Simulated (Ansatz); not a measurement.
Relaxation of a periodic cell of 17 atoms, LiBe16 (host Be, host structure hcp, interstitial Li), to a largest force component of 0.03 eV/Å in at most 60 steps.

Computed with DFT PBEsol, scalar-relativistic, plane waves, PAW (Ansatz). Settings: cutoff 420 eV, k mesh 5x6x4, gaussian smearing 0.1 eV, no spin polarisation.

```xyz
17
Lattice="-2.2900 -3.9664 0.0000 3.4350 -1.9832 0.0000 0.0000 0.0000 7.1769" Properties=species:S:1:pos:R:3:forces:R:3
Be 0.000 -3.966 0.000 -0.03 0.04 0.04
Be 0.000 -2.644 1.794 -0.05 0.03 0.24
Be 0.000 -3.966 3.588 -0.08 3.59 -2.32
Be 0.000 -2.644 5.383 0.20 -0.10 -0.22
Be -1.145 -1.983 0.000 0.03 -0.02 -0.25
Be 2.290 -2.644 1.794 0.04 -0.04 -0.02
Be -1.145 -1.983 3.588 -0.20 0.14 0.27
Be 2.290 -2.644 5.383 -0.06 -4.01 2.79
Be 1.145 -1.983 0.000 -0.05 0.01 0.04
Be 1.145 -0.661 1.794 -0.02 0.01 0.05
Be 1.145 -1.983 3.588 -3.39 -1.81 -2.52
Be 1.145 -0.661 5.383 -3.05 1.80 1.97
Be 0.000 0.000 0.000 0.02 -0.01 -0.04
Be 1.145 -4.627 1.794 0.05 -0.01 -0.02
Be 0.000 0.000 3.588 3.87 -2.18 -2.71
Be 1.145 -4.627 5.383 3.21 1.95 2.56
Li 2.317 -1.356 4.472 -0.49 0.61 0.14
```

Question: Where does it end, and by what steps?

Answer: The forces met the threshold. Limits of this set-up: coarse k mesh. After 15 steps the energy has fallen by 4.602 eV; Be8 moved furthest, 1.14 Å.

```csv
step,energy less start (eV),largest force component (eV/Å),accepted
0,0.0000,4.014,yes
1,-1.9696,2.540,yes
2,-3.5791,0.558,yes
3,-3.4558,0.768,no
4,-3.7653,0.247,yes
5,-3.8185,0.139,yes
6,-3.8552,0.226,yes
7,-3.9112,0.425,yes
8,-3.9701,0.284,yes
9,-4.0922,0.375,yes
10,-4.2328,0.272,yes
11,-4.4130,0.237,yes
12,-4.5381,0.493,yes
13,-4.5949,0.124,yes
14,-4.6014,0.031,yes
15,-4.6021,0.010,yes
```

```xyz
17
Lattice="-2.2900 -3.9664 0.0000 3.4350 -1.9832 0.0000 0.0000 0.0000 7.1769" Properties=species:S:1:pos:R:3
Be -0.066 -3.964 -0.020
Be -0.115 -2.540 1.741
Be -0.065 -3.965 3.498
Be 0.508 -3.058 5.326
Be -1.337 -1.792 -0.028
Be 2.178 -2.487 1.741
Be -1.336 -1.795 3.512
Be 3.106 -3.433 5.331
Be 0.924 -1.824 -0.028
Be 1.050 -0.546 1.740
Be 0.924 -1.824 3.509
Be 1.168 -0.283 5.327
Be -0.040 0.078 -0.023
Be 1.072 -4.528 1.741
Be -0.040 0.077 3.504
Be 1.417 -4.611 5.332
Li 2.129 -1.879 5.329
```

Whether the end is a true minimum wasn't checked by a vibrational analysis.

The run took 120 s on 2 CPU threads of a shared host.
